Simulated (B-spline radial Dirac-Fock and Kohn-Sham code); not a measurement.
Dipole and non-dipole photoemission parameters of Er 3p3/2

System: the Er atom, [Xe] 4f12 6s2; threshold 1812.0 eV (tabulated edge). Calculated with a B-spline atomic structure program, using Dirac-Hartree-Slater photoionisation with a Latter tail; cross sections with all multipoles, angular parameters from the dipole term and its interference with E2.

Input of the calculation (task.json; shells as n, l, electrons):

```json
{"items": [{
  "Z": 68,
  "q": 0,
  "cfg": [[1, 0, 2], [2, 0, 2], [2, 1, 6], [3, 0, 2], [3, 1, 6], [3, 2, 10], [4, 0, 2], [4, 1, 6], [4, 2, 10], [4, 3, 12], [5, 0, 2], [5, 1, 6], [6, 0, 2]],
  "A": 166,
  "rrms": 5.2516,
  "do": "xps",
  "hv": [52.3, 67.1, 67.5, 80, 94.1, 94.4, 100, 125.0, 143.0, 191.0, 200, 213.0, 218.0, 221.0, 399.0, 400, 800, 1010.0, 1080.0, 1130.0, 1253.6, 2150.0, 4150.0, 4870.0, 6000, 7270.0, 7290.0, 8610.0, 9251.7, 10100.0],
  "edges": {"K": 57486.0, "L1": 9751.0, "L2": 9264.0, "L3": 8358.0, "M1": 2206.0, "M2": 2006.0, "M3": 1812.0, "M4": 1453.0, "M5": 1409.0, "N1": 449.8, "N2": 366.2, "N3": 320.2, "N4": 167.6, "N5": 167.6}
}]}
```

Launch: `python xray2_run.py task.json out`

For linearly polarised light dσ/dΩ = σ/(4π) [1 + β P₂(cos θ) + (δ + γ cos²θ) sin θ cos φ], with θ from the polarisation vector and φ the angle between the beam and the projection of the electron momentum on the plane normal to the polarisation.

| hν (eV) | σ (kb) | β | γ | δ |
| --- | --- | --- | --- | --- |
| 2150 | 132 | 1.095 | 0.362 | 0.089 |
| 4150 | ? | ? | ? | ? |
| 4870 | 29.0 | 1.668 | 0.035 | 0.012 |
| 6000 | 18.3 | 1.675 | 0.208 | 0.016 |
| 7270 | 11.8 | 1.665 | 0.425 | 0.021 |
| 7290 | 11.7 | 1.665 | 0.429 | 0.021 |
| 8610 | 7.84 | 1.645 | 0.656 | 0.026 |
| 9251.7 | 6.56 | 1.634 | 0.763 | 0.029 |
| 10100 | 5.25 | 1.618 | 0.898 | 0.033 |

Q: Give the values at 4150 eV.

A: σ = 40.5 kb, β = 1.646, γ = -0.037, δ = 0.009.
